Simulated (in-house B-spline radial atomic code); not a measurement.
Inner levels of calcium as electrons are removed. A shift is the extra binding of the orbital against the neutral atom ([Ar] 4s2). The density at the nucleus is averaged over the nuclear charge. Computed with an all-electron radial atomic-structure program (B-spline basis): Dirac-Hartree-Fock, jj configuration that fills j = l - 1/2 first, finite nuclei.

A number in brackets counts the electrons of a j subshell.

| ion | configuration | shift of 1s1/2 (eV) | radius of 1s1/2 (bohr) | Σ<r²> (bohr²) | change of density at nucleus (bohr⁻³) |
| --- | --- | --- | --- | --- | --- |
| Ca11+ | [He] 2s2 2p1/2(2) 2p3/2(3) | 328.56 | 0.076622 | 0.90214 | -20.435 |
| Ca12+ | [He] 2s2 2p1/2(2) 2p3/2(2) | 422.82 | 0.076521 | 0.7461 | 6.4286 |
| Ca13+ | [He] 2s2 2p1/2(2) 2p3/2(1) | ? | ? | ? | ? |
| Ca14+ | [He] 2s2 2p1/2(2) | 624.54 | 0.076285 | 0.47817 | 65.048 |
| Ca15+ | [He] 2s2 2p1/2(1) | 732.5 | 0.076147 | 0.36304 | 96.301 |
| Ca16+ | [He] 2s2 | ? | ? | ? | ? |
| Ca17+ | [He] 2s1 | 944.73 | 0.075981 | 0.13339 | -156.24 |
| Ca18+ | 1s2 | 1047.16 | 0.075904 | 0.015428 | -462.38 |
| Ca19+ | 1s1 | 1385.39 | 0.074465 | 0.0074066 | -3187.94 |

Q: Fill in the row of Ca13+.

A: shift of 1s1/2 (eV): 521.49; radius of 1s1/2 (bohr): 0.076408; Σ<r²> (bohr²): 0.60541; change of density at nucleus (bohr⁻³): 34.918.

Q: Fill in the row of Ca16+.

A: shift of 1s1/2 (eV): 844.97; radius of 1s1/2 (bohr): 0.075997; Σ<r²> (bohr²): 0.25885; change of density at nucleus (bohr⁻³): 129.22.
